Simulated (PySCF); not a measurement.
Members of one family of related compounds. Computed, not measured: PySCF 2.14.0, density-fitted response routines, TDDFT CAM-B3LYP/def2-SVPD, vertical, gas phase, core orbitals frozen in the response. Geometries: PBE0-D3(BJ)/def2-SVP; one conformer of each isolated species. Triplets are in the Tamm–Dancoff approximation. 'Strongest' means the level of largest summed f among the lowest 10 singlets; it needn't be the same kind of state in each. Relativistic effects are left out although some hold elements past zinc.

Question: Rank by computed lowest singlet excitation energy, highest first.
A. `[F][GeH2][Br]`
B. `[CH3][GeH2][F]`
C. `[F][GeH2][B](Cl)Cl`
D. `[O]([GeH2][F])C`
E. `F[CH2][GeH2][F]`

Answer: B (7.88 eV), E (7.06 eV), D (6.86 eV), A (6.39 eV), C (4.77 eV).

```
            SMILES  S1 (eV)  HOMO (eV)  T1 (eV)  gap (eV)  f (S1)  strongest (eV)  S1 mainly
    [CH3][GeH2][F]     7.88     -10.54     7.51     11.59   0.006            9.16  H→L (71%)
   F[CH2][GeH2][F]     7.06     -10.32     6.59     10.76   0.006            8.82  H→L (95%)
     C[O][GeH2][F]     6.86      -9.70     6.58     10.36   0.001            7.76  H→L (90%)
     [F][GeH2][Br]     6.39     -10.02     5.86      9.99   0.021            8.68  H→L (94%)
[F][GeH2][B](Cl)Cl     4.77      -9.95     4.06      8.58   0.006            7.69  H→L (98%)
```

H and L stand for HOMO and LUMO.
